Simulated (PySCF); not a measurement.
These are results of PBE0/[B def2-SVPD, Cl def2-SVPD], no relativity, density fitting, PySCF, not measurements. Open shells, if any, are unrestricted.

Q: What shape and geometry does isolated singlet [BCl4]- take (every ligand bound to B)?

A: Counting electrons, boron keeps none of its valence electrons outside its bonds, so the VSEPR class is AX4 and the expected shape is tetrahedral (Td), as computed. The lowest minimum found is a singlet of Td symmetry with B–Cl 1.867 Å (×4); Cl–B–Cl 109.5° (×6). Its harmonic wavenumbers are 182 (e), 269 (t2), 404 (a1), 698 (t2) cm⁻¹ and its dipole moment is 0.00 D about the centre of mass.

This need not be the most stable arrangement of these atoms. The lowest empty level of this anion is unbound, so it and the gap depend on the basis.
